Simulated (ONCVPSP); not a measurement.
# Before and after: ONCV potential for Ga (Z = 31)

gallium (Ga), optimised norm-conserving Vanderbilt (ONCV), made with ONCVPSP 4.0.1 (PBE, scalar-relativistic). Core [Ar], reference 3d10 4s1.75 4p1.25. Waves: 4s: rc 1.55 bohr, ncon 5, nbas 8, qcut 4 1/bohr, 2 projectors, debl 1.5 Ha; 4p: rc 2.00 bohr, ncon 3, nbas 7, qcut 3.5 1/bohr, 1 projector; 3d: rc 0.70 bohr, ncon 4, nbas 7, qcut 14.6 1/bohr, 3 projectors, debl 1.9 Ha. Local part: polynomial inside 0.45 bohr (lpopt 5, dvloc0 0 Ha). Core correction: polynomial model core, fcfact 0.2.

All-electron outer shells of the reference configuration (PBE, scalar-relativistic, ld1.x):

```json
{"shell": "3s", "level (eV)": "-148.63", "outermost node (bohr)": "0.27", "outermost maximum (bohr)": "0.56"}
{"shell": "3p", "level (eV)": "-99.37", "outermost node (bohr)": "0.24", "outermost maximum (bohr)": "0.56"}
{"shell": "3d", "level (eV)": "-19.65", "outermost node (bohr)": "–", "outermost maximum (bohr)": "0.53"}
{"shell": "4s", "level (eV)": "-9.24", "outermost node (bohr)": "0.81", "outermost maximum (bohr)": "1.90"}
{"shell": "4p", "level (eV)": "-2.78", "outermost node (bohr)": "0.87", "outermost maximum (bohr)": "2.53"}
```

Change: all radii but the core radius scaled by about 1.10 (s 1.70, p 2.20, d 0.76 bohr); local potential polynomial inside 0.50 bohr (lpopt 5, dvloc0 0 Ha).

Cutoffs: the cutoffs (Ha) at which the residual kinetic energy of the hardest occupied pseudo-wave falls to 1 and 0.1 mHa per electron; they do not see the model core or the augmentation charge, which bear on the density cutoff. Errors are all-electron minus pseudo energies relative to the spin-unpolarised reference configuration.

Question: Predict the effect on cutoff, ghosts and configuration errors.

Answer: The potential gets softer (333 Ha and 390 Ha → 270 Ha and 321 Ha); both files keep a bound ghost (d, p, s); of the 4 tests that both files solve, the error grows in 1 and shrinks in 1 by more than 15 % and 0.3 meV (median size 0.7 → 0.3 meV). A larger radius leaves more room for a smooth pseudo-wave, so fewer plane waves are needed.

```tsv
quantity	base	changed
cutoff, loose	333 Ha	270 Ha
cutoff, tight	390 Ha	321 Ha
loose cutoff by channel	s 54 Ha, p 3.0 Ha, d 333 Ha	s 7.4 Ha, p 2.5 Ha, d 270 Ha
bound ghosts	s, p, d	s, p, d
GHOST(+) flags under 300 eV	s at 285.7 eV	none
error for 3d10 4s2 4p1, meV [ΔE -1.60 eV]	+0.2	+0.3
error for 3d10 4s2 4p0, meV [ΔE 4.08 eV]	-0.4	-0.2
error for 3d10 4s1 4p0, meV [ΔE 25.21 eV]	-16	-19
error for 3d10 4s1 4p2, meV [ΔE 4.93 eV]	-0.9	-0.3
rms error of d²Exc/dni dnj with the model core, mHa	3.84	3.82
```

 A true bound ghost makes a file unfit for plane-wave use even where its test errors are small: the radial tests pick states by their node count and pass the ghost by.
